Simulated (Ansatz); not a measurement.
Mulliken charges of FGaGeH4 (`[F][GeH2][GaH2]`) from PBE/def2-TZVPP in Ansatz (PBE0-D4/def2-TZVP geometry).

| atom | x (Å) | y (Å) | z (Å) | charge (e) |
| --- | --- | --- | --- | --- |
| F1 | -2.240 | 0.156 | 0.094 | -0.357 |
| Ge2 | -0.708 | -0.173 | -0.696 | 0.284 |
| Ga3 | 1.104 | 0.216 | 0.912 | 0.186 |
| H4 | -0.831 | -1.629 | -1.196 | -0.026 |
| H5 | -0.696 | 0.760 | -1.927 | -0.026 |
| H6 | 0.787 | 0.686 | 2.371 | -0.024 |
| H7 | 2.584 | -0.016 | 0.443 | -0.036 |

Q: By hand: the dipole of these point charges (1 e Å = 4.8032 D).

A: Σ q r = (0.732, -0.058, -0.053) e Å, of length 0.736 e Å = 3.54 D.

Q: How does the dipole of the full density compare? (Best estimate.)

A: The calculation gave: (0.439, -0.047, -0.072) e Å, 2.15 D; the point charges give 1.65 times that, at 5° from its direction.

Point charges leave out the atoms' own dipoles, such as those of lone pairs, and Mulliken's split depends on the basis, so the two needn't agree.
